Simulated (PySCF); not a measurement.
A structure optimised at PBE0-D3(BJ)/def2-SVP, used in a PySCF frequency run:

```
S
O 1 1.4219
O 1 1.5470 2 116.63
H 3 0.9808 1 113.99 2 -40.93
O 1 1.5470 2 116.63 3 -120.00
H 5 0.9808 1 113.99 2 -40.93
O 1 1.5470 2 116.63 3 120.00
H 7 0.9808 1 113.99 2 -40.93
```
Charge +1, spin multiplicity 1.

**Question.** Write its SMILES, formula and point group.

**Answer.** O=S(O)(O)=[OH+], H3O4S, C3

**Question.** What are its rotational constants (standard atomic weights)?

**Answer.** 4.7923, 4.7201, 4.7201 GHz
